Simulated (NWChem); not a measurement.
System: C4H6Si; SMILES C#C/C=C/[SiH3]

Computed with NWChem. Coordinates come from a PBE0/def2-SVP optimisation. Level: PBE0/def2-SVP with SMD (1 M gas to 1 M solution), gas-phase geometry. Reactions with the solvent are ignored.

Q: Estimate the computed values for solvent water. Quantities: solvation free energy (kcal/mol); cavity-dispersion-structure term (kcal/mol); dipole in solution (D).

A: 
```yaml
solvation free energy (kcal/mol): 1.5
cavity-dispersion-structure term (kcal/mol): 5.4
dipole in solution (D): 0.39
```
